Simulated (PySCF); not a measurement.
Species: C₁₀H₉P.
Atom-mapped SMILES: `[CH3:1][c:2]1[p:3][cH:4][cH:5][c:6]2[cH:7][cH:8][cH:9][cH:10][c:11]12`

NICS = −σ at a ghost point: NICS(0) at the centroid of the ring atoms, NICS(1) 1 Å to either side along the normal of their mean plane, zz for the tensor component along that normal. Level: GIAO PBE0/pcSseg-1 (PySCF, non-relativistic, gas phase) on the GFN2-xTB geometry, one conformer.

Rings: 1. C2–P3–C4–C5–C6–C11; 2. C6–C7–C8–C9–C10–C11.

| set | NICS(0) | NICS(1), two faces | NICS(1)zz, two faces |
| --- | --- | --- | --- |
| P | -8.7 | -11.8 / -11.8 | -29.1 / -29.1 |
| Q | -7.0 | -10.5 / -10.5 | -25.1 / -25.2 |

Task: Which set (ppm) belongs to which ring?

Result: P = 2, Q = 1.
- 1 (6-membered ring with P; formal bonds all aromatic): mean NICS(1)zz -25.2 ppm, shielded.
- 2 (6-membered carbocycle; formal bonds all aromatic): mean NICS(1)zz -29.1 ppm, shielded. For a flat ring without four-coordinate atoms the NICS criterion counts such a value as aromatic, though in fused rings the probe also feels the neighbouring ring.

Task: How do the rings differ in shape?

Result: 
```tsv
ring	bond lengths (Å)	rms pucker (Å)	HOMA	nearest outside atom to a NICS(1) probe (Å)
1	1.725, 1.752, 1.358, 1.413, 1.424, 1.416	0.00	0.77	hydrogen 2.72
2	1.410, 1.366, 1.401, 1.366, 1.417, 1.424	0.00	0.84	hydrogen 2.66
```

HOMA = 1 − mean of α(R − Ropt)² over the ring bonds, with Krygowski's 1993 parameters (CC: Ropt 1.388 Å, α 257.7 Å⁻²; CP: Ropt 1.698 Å, α 118.91 Å⁻²).
